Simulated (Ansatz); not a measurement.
`[F][Sn]([F])([SeH])[SeH]` at its PBE0-D4/def2-TZVP geometry, where that method's forces vanish. Charge 0, multiplicity 1. Sn: def2 effective core potential.

| atom | x (Å) | y (Å) | z (Å) |
| --- | --- | --- | --- |
| F1 | -1.907 | 1.233 | -0.649 |
| Sn2 | -0.334 | 0.345 | -0.042 |
| F3 | -0.473 | 0.545 | 1.851 |
| Se4 | 1.536 | 1.665 | -1.024 |
| Se5 | -0.405 | -2.115 | -0.445 |
| H6 | 2.485 | 0.616 | -0.620 |
| H7 | -0.902 | -2.289 | 0.929 |

Problem. For each bond, give half the difference of the two atoms' forces along it (eV/Å; positive pushes the atoms apart) under PBE-D4, r2SCAN-D4, B3LYP-D4, ωB97M-V in def2-TZVPP. (An estimate is asked.)

Solution. Ansatz gave: 
| bond | length (Å) | PBE-D4 | r2SCAN-D4 | B3LYP-D4 | ωB97M-V |
| --- | --- | --- | --- | --- | --- |
| F1–Sn2 | 1.906 | 0.52 | 0.10 | 0.26 | 0.05 |
| Sn2–F3 | 1.909 | 0.50 | 0.09 | 0.26 | 0.05 |
| Sn2–Se4 | 2.491 | 0.06 | 0.02 | 0.09 | -0.11 |
| Sn2–Se5 | 2.494 | 0.05 | 0.02 | 0.09 | -0.12 |
| Se4–H6 | 1.471 | 0.26 | -0.01 | 0.04 | -0.11 |
| Se5–H7 | 1.471 | 0.26 | -0.02 | 0.04 | -0.11 |

B3LYP here is the variant with VWN-RPA as its local correlation; programs differ in this.
